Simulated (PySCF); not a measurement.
Fractional electron number in Cr⁺ (chromium, charge +1)

The 3d alpha orbital of [Ar] 3d5 is emptied in steps (occupation f), with all orbitals relaxed, ending at [Ar] 3d4. Calculation: PySCF 2.14, in aug-pcseg-2; the non-relativistic Hamiltonian (point nucleus). The exact energy is a straight line in f; departures are measured from the line between the end points of the same method.

```json
{"f": "1", "BHandHLYP (eV)": "0.000", "TPSS (eV)": "0.000"}
{"f": "0.75", "BHandHLYP (eV)": "-0.389", "TPSS (eV)": "-1.169"}
{"f": "0.5", "BHandHLYP (eV)": "-0.534", "TPSS (eV)": "-1.589"}
{"f": "0.25", "BHandHLYP (eV)": "-0.411", "TPSS (eV)": "-1.213"}
{"f": "0", "BHandHLYP (eV)": "0.000", "TPSS (eV)": "0.000"}
```

```
   method  E(f=0) − E(f=1) (eV)  −ε at f=1 (eV)  −ε at f=0.5 (eV)
BHandHLYP                16.347          14.347            16.288
     TPSS                16.957          10.851            16.839
```

Orbital energy along the path (eV):

| f | BHandHLYP | TPSS |
| --- | --- | --- |
| 1 | -14.347 | -10.851 |
| 0.75 | -15.259 | -13.746 |
| 0.5 | -16.288 | -16.839 |
| 0.25 | -17.404 | -20.109 |
| 0 | -18.592 | -23.537 |

Reference removal energy between the ground levels: 16.486 eV (measured; NIST Atomic Spectra Database, ionization energies). The calculation has no spin-orbit coupling. The determinant left behind need not be the lowest term of the ion.
